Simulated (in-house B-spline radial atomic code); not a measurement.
## Cr²⁺: [Ne] 3s2 3p5 3d4 4s1 (an excited or competing configuration)

Computed with a B-spline radial code for spherical atoms: non-relativistic B97-1, spin-polarised, spherical fractional occupations, point nucleus.

Effective charges: Z_r = [3n² - l(l+1)]/(2<r>) from the radius, Z_e = n√(-2ε) from the energy, and Slater's rules. Values are occupation-weighted means over spin.

```csv
shell,electrons,ε (eV),<r> (bohr),Z_r,Z_e,Slater
1s,2,-5901.2,0.06418,23.37,20.83,23.70
2s,2,-701.22,0.2954,20.31,14.36,19.85
2p,6,-600.04,0.2606,19.19,13.28,19.85
3s,2,-104.5,0.8961,15.06,8.31,13.10
3p,5,-75.832,0.9435,13.25,7.08,13.10
3d,4,-32.771,1.097,9.57,4.66,5.95
4s,1,-21.986,2.557,9.39,5.08,4.65
```

The least bound orbital is 4s up at -21.99 eV, and it is also the most diffuse (<r> = 2.557 bohr).

Caution: exact exchange at fractional occupations of open shells leaves self-interaction of up to several eV.
